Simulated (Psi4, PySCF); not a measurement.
C$_{3}$H$_{11}$BN$_{2}$O, singlet, at a GFN2-xTB geometry, atoms displaced at random by about 0.08 Å a coordinate. Base run: PBE/STO-3G, gradient (PySCF).

The PySCF input:
```python
from pyscf import gto, scf, dft

mol = gto.M(
    atom='''
B     0.505717   -0.427603    0.024479
O     0.275725   -1.315502   -0.949663
C    -0.807854   -1.367089   -1.638441
H    -1.704837   -1.193604   -1.057399
H    -0.811581   -0.904645   -2.543780
H    -0.893934   -2.571065   -1.993010
N     1.532211   -0.951086    1.030907
H     2.273956   -1.606422    0.808534
H     2.057834   -0.083222    1.550765
N    -0.281064    0.795262    0.340851
C    -0.961697    1.375566   -0.561159
C    -0.146537    1.424726    1.668051
H    -1.869221    1.606491   -0.278794
H    -0.527527    2.562143   -0.632125
H    -0.840830    1.109401   -1.453743
H     0.484353    2.316277    1.698868
H    -1.217007    1.865661    1.986988
H     0.255627    0.641209    2.371024
''',
    basis='sto-3g',
    charge=0,
    spin=0,
    verbose=3,
)

mf = dft.RKS(mol)
mf.xc = 'pbe'
mf.kernel()
g = mf.nuc_grad_method()
grad = g.kernel()
```

Programs used: Psi4, PySCF; a row that names a program was run with it.

The coordinate followed is z of atom 12.

Variants of this job, named by their change:

```
change                                                  dE/dx (Eh/bohr)  net force (Eh/bohr)
------------------------------------------------------  ---------------  -------------------
base                                                          -0.022215             0.000189
finite difference step (bohr) = 0.05; conv_tol = 1e-11        -0.022443                    -
grids.level = 5; grid_response = on                           -0.022218             0.000000
conv_tol = 1e-6                                               -0.022222             0.000189
density fitting = on; auxbasis_response = off                 -0.021921             0.003399
finite difference step (bohr) = 1e-5; conv_tol = 1e-11        -0.022179                    -
finite difference step (bohr) = 0.01; conv_tol = 1e-11        -0.022189                    -
code = psi4                                                   -0.022203             0.000095
finite difference step (bohr) = 1e-3; conv_tol = 1e-11        -0.022179                    -
grids.level = 1; grid_response = on                           -0.022249             0.000000
grids.level = 5; grid_response = off                          -0.022220             0.000004
density fitting = on                                          -0.022207             0.000189
```

The net force is zero for an exact gradient.
